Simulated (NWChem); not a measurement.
System: CH5InO; SMILES [InH2][O]C

The following NWChem deck was run.

```
start job
memory heap 200 mb stack 900 mb global 1100 mb
geometry units angstroms noautosym nocenter noautoz
  In     0.005968    -0.666506    -0.000087
  H     -1.365500    -1.711456     0.000767
  H      1.736125    -0.816529    -0.001522
  O     -0.598504     1.272683     0.000588
  C      0.289847     2.359625     0.001500
  H      1.373481     2.077169    -0.002732
  H      0.123122     3.009272    -0.891618
  H      0.128713     3.003715     0.899683
end
basis spherical
  * library def2-svpd
end
ecp
  In library def2-ecp
end
dft
  xc slater vwn_5
  iterations 150
end
property
  response 1 0.0
end
task dft property
```

The geometry was optimised at PBE-D3(BJ)/def2-SVP. def2 effective core potentials on In; no spin-orbit coupling.

Static field.

Question: Predict the main results of this run. (LDA (Slater exchange, VWN5)/def2-SVPD with def2 effective core potentials on In.) Quantities: isotropic polarisability (bohr³); anisotropy (bohr³).

Answer: isotropic polarisability (bohr³): 62.6
anisotropy (bohr³): 29.4
